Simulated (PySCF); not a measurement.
Run record: geometry optimisation, F3H3OSiSn.

Computed with PBE0-D3(BJ)/def2-SVP geometry optimisation, gas phase, def2 core potentials past Kr (PySCF 2.14.0). Start geometry: GFN2-xTB. A driver script takes a list of jobs; this job's settings line and coordinates (Å) are shown.

Input:
```
{"job": {"xc": "PBE0", "basis": "def2-SVP", "d3": "d3bj", "grid": 1, "maxiter": 30, "shake": 0.03, "kind": "geom"}, "charge": 0, "multiplicity": 1}
Sn    -0.620490     0.241650     1.359620
F      0.547760     1.622780     1.950040
F     -0.337960    -1.287950     2.285680
F     -2.326660     0.880420     1.849410
O     -0.584900     0.044370    -0.542830
Si     0.648420    -0.322050    -1.551730
H     -0.124440    -0.301310    -2.751810
H      1.757710     0.694330    -1.486710
H      1.173290    -1.641670    -1.137330
```

Output:
```
step   0  E = -879.57025841  max force = 0.057351
step   1  E = -879.58403499  max force = 0.010324
step   2  E = -879.58491413  max force = 0.002554
step   3  E = -879.58508746  max force = 0.002290
step   4  E = -879.58512657  max force = 0.001039
step   5  E = -879.58514800  max force = 0.000504
step   6  E = -879.58516067  max force = 0.000948
step   7  E = -879.58516449  max force = 0.000824
step   8  E = -879.58516737  max force = 0.000647
step   9  E = -879.58517217  max force = 0.000767
step  10  E = -879.58517644  max force = 0.000857
step  11  E = -879.58518002  max force = 0.000522
step  12  E = -879.58518062  max force = 0.000223
optimisation converged
```

Energies in Eh; «max force» is the largest Cartesian gradient component in Eh/bohr.

Task: Give the first gradient maximum in eV/Å.

Result: With 1 Eh/bohr = 51.422 eV/Å, 2.949 eV/Å.

Summary of the converged run: final energy -879.58518 Eh after 12 steps; dipole 2.22 D.

Task: How long does this job take on Arm Neoverse V1, one thread, no GPU, shared host with 32 logical CPUs at a one-minute load of 21? And the peak memory of the process?

Result: About 84 s, with 0.46 GiB resident at the peak, the Python interpreter and its libraries included.
Labels such as C1 count atoms from 1, the log's own numbers from 0.
